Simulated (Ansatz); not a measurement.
Cl₄Te, SMILES Cl[Te-](Cl)(Cl)Cl, charge -1, multiplicity 2.

Geometry optimised at r2SCAN-D4/def2-SVPD. The def2 effective core potentials stand for the cores of Te; spin–orbit coupling is left out.

Two levels are set side by side: PBE/def2-TZVPD (Ansatz, a first-principles code) and CAM-B3LYP/def2-TZVPD (Ansatz). Energy differences of separate SCF runs at the same geometry; the states with an electron removed or added have multiplicity 1. Differences are taken from unrounded values.

```json
[
 {"quantity": "vertical ionisation energy (eV)", "CAM-B3LYP": "4.18"}
]
```

What does PBE give, and how far is it from CAM-B3LYP? (The exact figures need the calculation; the answer reports its results.)


```csv
quantity,PBE,PBE minus CAM-B3LYP
vertical ionisation energy (eV),3.55,-0.63
```
